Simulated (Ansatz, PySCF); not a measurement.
Molecule: C₂H₄N, charge -1, multiplicity 1. It need not be the lowest isomer of its formula. Whether it binds its extra electron was not tested at this geometry. 
Structure (B3LYP-D3(BJ)/def2-TZVP (Ansatz, a quantum-chemistry and plane-wave program) minimum search):
```
N
C 1 1.2957
H 2 1.1367 1 106.21
C 1 1.4597 2 114.54 3 -180.00
H 4 1.1018 1 110.41 2 121.40
H 4 1.1018 5 106.25 1 -119.75
H 4 1.1060 5 108.70 6 -116.83
```
Charge -1, spin multiplicity 1.

Total electronic energies in hartree. Cores are frozen in the correlated levels unless marked. No spin-orbit coupling. Non-relativistic. Basis-set limits of correlation are two-point, X^-3; Hartree-Fock from the larger set. [CCSD(T)-MP2]/basis is that difference in the basis named.

```csv
level,program,energy (Eh)
HF/cc-pVDZ,Ansatz,-132.39641
HF/cc-pVQZ,Ansatz,-132.45661
RI-HF/cc-pVTZ,Ansatz,-132.44257
RI-HF/aug-cc-pVQZ,Ansatz,-132.46260
PBE0/def2-QZVPP,Ansatz,-133.18172
r2SCANh/def2-TZVPD,Ansatz,-133.24958
PW6B95-D4/def2-TZVPD,PySCF + dftd4,-133.50945
MN15/def2-TZVPD,PySCF,(withheld)
CAM-B3LYP/def2-TZVPD,Ansatz,(withheld)
LC-wPBE/def2-TZVPD,Ansatz,-133.24696
wB97M-V/def2-TZVPD,Ansatz,-133.28090
RPA@PBE/cc-pVQZ,Ansatz,-133.39377
MP2/cc-pVTZ,Ansatz,-132.99373
CCSD(T)/cc-pVDZ,Ansatz,-132.89199
"RI-MP2/CBS(aug-cc-pVTZ,aug-cc-pVQZ)+[CCSD(T)-MP2]/aug-cc-pVTZ",Ansatz,-133.1317
```

Fill in the missing entries.


- MN15/def2-TZVPD, energy (Eh): -133.17338
- CAM-B3LYP/def2-TZVPD, energy (Eh): -133.27324
